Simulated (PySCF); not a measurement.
## Computed properties of BeF2, SMILES [F][Be][F]

BeF₂, SMILES [F][Be][F]. Geometry optimised at r2SCAN-D4/def2-TZVP. The isomer is the one that the SMILES or the coordinates give; other isomers of the formula were not compared. The values are those of a single conformer. All values are computed for the isolated molecule unless a solvent is named; none is compared with measurement here.

**Structure.** The optimised structure has D∞h symmetry. All 4 harmonic modes at r2SCAN-D4/def2-TZVP (PySCF) are real, so it is a minimum. With heavy atoms numbered as in [Be:1]([F:2])[F:3], the shortest bond between them is Be1–F2 at 1.382 Å and the longest Be1–F3 at 1.382 Å.

**Vibrations.** The strongest infrared lines (harmonic, unscaled, degenerate partners summed) lie at 1558 cm⁻¹ (370 km/mol, Be 81 %, F 19 %), 345 cm⁻¹ (308 km/mol, Be 81 %, F 19 %). The softest mode is at 345 cm⁻¹ and the zero-point energy is 4.2 kcal/mol.

**Electronic structure.** HF/def2-TZVPD (PySCF) places the frontier levels at -17.18 and 0.93 eV, a gap of 18.11 eV, and gives a dipole moment of 0.00 D and a mean polarisability of 11.3 bohr³. PBE/def2-TZVPD (PySCF) at the same geometry gives -9.77 and -1.45 eV, so its gap is 9.79 eV narrower. An orbital gap is neither the optical nor the fundamental gap.

**Excitations.** TDDFT-PBE0/def2-TZVPD (PySCF) has S1 at 9.42 eV (132 nm, f = 0.000, dark); the most intense of the 10 singlets computed lies at 10.14 eV (f = 0.25). Strengths of degenerate partners are summed. T1 (TDA) is at 9.18 eV. TDDFT-PBE/def2-TZVPD (PySCF) puts S1 at 8.37 eV. No vertical singlet excitation falls in the visible range (under 3.1 eV).

**NMR.** GIAO shifts at PBE0/pcSseg-2 (PySCF) (non-relativistic, atoms alike by connectivity averaged): ¹⁹F at -216.7 ppm against CFCl3.
